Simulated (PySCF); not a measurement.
Simulated absorption spectrum

B3H6N.
Cartesian coordinates in Å at the PBE0-D3(BJ)/def2-SVP level; atoms count from 1:
```
atom  x, y, z in Å
B1    -0.6575    1.2418    0.3281
N2     0.0041   -0.0015    0.0069
B3    -0.6668   -0.9868   -0.8092
B4     1.3415   -0.2546    0.4901
H5    -1.7748    1.4386   -0.0823
H6    -0.0818    2.0620    1.0000
H7    -1.7837   -0.7633   -1.2081
H8    -0.0986   -2.0163   -1.0793
H9     1.8936    0.5786    1.1660
H10    1.8834   -1.2959    0.2105
```

Method: PySCF 2.14.0, density-fitted response routines, TDDFT wB97X-D/def2-SVPD, vertical, gas phase, core orbitals frozen in the response.

Broadening: Gaussians 0.4 eV wide at half height, area fixed by f = 4.319×10⁻⁹ ∫ε dν̃. The width is an assumption, not a result. The curve ends short of the highest state used, and states not computed would add to its high-energy end.

```json
{"E (eV)": "5.43", "ε (L mol⁻¹ cm⁻¹)": "0"}
{"E (eV)": "5.52", "ε (L mol⁻¹ cm⁻¹)": "0"}
{"E (eV)": "5.61", "ε (L mol⁻¹ cm⁻¹)": "0"}
{"E (eV)": "5.70", "ε (L mol⁻¹ cm⁻¹)": "0"}
{"E (eV)": "5.79", "ε (L mol⁻¹ cm⁻¹)": "0"}
{"E (eV)": "5.88", "ε (L mol⁻¹ cm⁻¹)": "0"}
{"E (eV)": "5.98", "ε (L mol⁻¹ cm⁻¹)": "0"}
{"E (eV)": "6.07", "ε (L mol⁻¹ cm⁻¹)": "0"}
{"E (eV)": "6.16", "ε (L mol⁻¹ cm⁻¹)": "0"}
{"E (eV)": "6.25", "ε (L mol⁻¹ cm⁻¹)": "0"}
{"E (eV)": "6.34", "ε (L mol⁻¹ cm⁻¹)": "0"}
{"E (eV)": "6.43", "ε (L mol⁻¹ cm⁻¹)": "1"}
{"E (eV)": "6.53", "ε (L mol⁻¹ cm⁻¹)": "10"}
{"E (eV)": "6.62", "ε (L mol⁻¹ cm⁻¹)": "49"}
{"E (eV)": "6.71", "ε (L mol⁻¹ cm⁻¹)": "180"}
{"E (eV)": "6.80", "ε (L mol⁻¹ cm⁻¹)": "500"}
{"E (eV)": "6.89", "ε (L mol⁻¹ cm⁻¹)": "1046"}
{"E (eV)": "6.98", "ε (L mol⁻¹ cm⁻¹)": "1653"}
{"E (eV)": "7.07", "ε (L mol⁻¹ cm⁻¹)": "1978"}
{"E (eV)": "7.17", "ε (L mol⁻¹ cm⁻¹)": "1777"}
{"E (eV)": "7.26", "ε (L mol⁻¹ cm⁻¹)": "1424"}
{"E (eV)": "7.35", "ε (L mol⁻¹ cm⁻¹)": "1810"}
{"E (eV)": "7.44", "ε (L mol⁻¹ cm⁻¹)": "4321"}
{"E (eV)": "7.53", "ε (L mol⁻¹ cm⁻¹)": "10325"}
{"E (eV)": "7.62", "ε (L mol⁻¹ cm⁻¹)": "19382"}
{"E (eV)": "7.72", "ε (L mol⁻¹ cm⁻¹)": "28222"}
{"E (eV)": "7.81", "ε (L mol⁻¹ cm⁻¹)": "29444"}
{"E (eV)": "7.90", "ε (L mol⁻¹ cm⁻¹)": "23201"}
{"E (eV)": "7.99", "ε (L mol⁻¹ cm⁻¹)": "13807"}
{"E (eV)": "8.08", "ε (L mol⁻¹ cm⁻¹)": "6211"}
```

Problem. Locate the maxima and give the states behind the curve.

Solution. 175 nm (7.08 eV), ε about 2000, made up of S4 (99%); 159 nm (7.78 eV), ε about 30000, made up of S7 (50%) and S8 (50%) (ε in L mol⁻¹ cm⁻¹; maxima over ε = 5, shares over 10%). The states used: S1 6.03 eV (f 0.0000); S2 6.03 eV (f 0.0000); S3 6.33 eV (f 0.0000); S4 7.08 eV (f 0.029); S5 7.11 eV (f 0.0000); S6 7.11 eV (f 0.0000); S7 7.78 eV (f 0.222); S8 7.78 eV (f 0.222); S9 8.54 eV (f 0.0000); S10 8.68 eV (f 0.046).

Problem. On this curve, what absorbance would a 10⁻⁵ mol/L sample give at 193 nm over a 1 cm path?

Solution. 193 nm is 6.424 eV, where ε is about 1.1 L mol⁻¹ cm⁻¹, so A = ε c l ≈ 1.1e-05 (Beer–Lambert, with the gas-phase spectrum and the assumed width).

Problem. What would ε be at 7.78 eV, the highest of these maxima, with half the width (0.2 eV)?

Solution. About 59900 L mol⁻¹ cm⁻¹ against 30000, a factor of about 2.00; a lone state at its own centre would give exactly 2.

Problem. Coming from long wavelengths, where does ε first pass 100 L mol⁻¹ cm⁻¹?

Solution. At about 186 nm (6.67 eV), 0.64 eV above S1.

All these states lie below the vertical ionisation energy of 11.46 eV (ΔSCF).

Hardware: Arm Neoverse V1, one thread, shared host. Cost: 40 s wall, 0.61 GiB resident at most.
